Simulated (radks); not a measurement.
Values are calculated unless marked as measured or tabulated.
Spherical jellium clusters: N electrons in a uniform positive sphere of charge N and radius rs N^(1/3), rs = 4.43 bohr. Level of theory: non-relativistic Kohn-Sham, PBEsol, spin-polarised, spherical densities (a radial shooting solver with Libxc functionals). Levels are named by radial order and angular momentum (1s, 1p, 1d, 2s, ...), and open shells are averaged over m.

N = 5, configuration 1s2 1p(up 3, down 0). This is the lowest configuration that the search found. Occupied levels:

| level | occupation | eigenvalue (eV) | <r> (bohr) |
|---|---|---|---|
| 1s up | 1 | -4.0310 | 5.342 |
| 1s down | 1 | -3.4047 | 4.958 |
| 1p up | 3 | -2.7957 | 6.471 |

Energy (eV): total -8.39686, kinetic 7.6992, external -104.95, Hartree 51.388, exchange-correlation -16.413, background 53.883.

Electron density:

| r (bohr) | n(r) (e/bohr^3) |
|---|---|
| 0.569 | 0.003031 |
| 1.20 | 0.003112 |
| 1.84 | 0.003228 |
| 2.47 | 0.003345 |
| 3.11 | 0.003414 |
| 3.74 | 0.003382 |
| 4.37 | 0.003208 |
| 5.01 | 0.002879 |
| 5.64 | 0.002420 |
| 6.28 | 0.001892 |
| 6.91 | 0.001370 |
| 7.54 | 0.0009162 |
| 8.18 | 0.0005693 |
| 8.81 | 0.0003339 |
| 9.45 | 0.0001884 |
| 10.1 | 0.0001041 |
| 10.7 | 0.00005644 |
| 11.3 | 0.00003072 |
| 12.0 | 0.00001664 |
| 12.6 | 8.881e-06 |
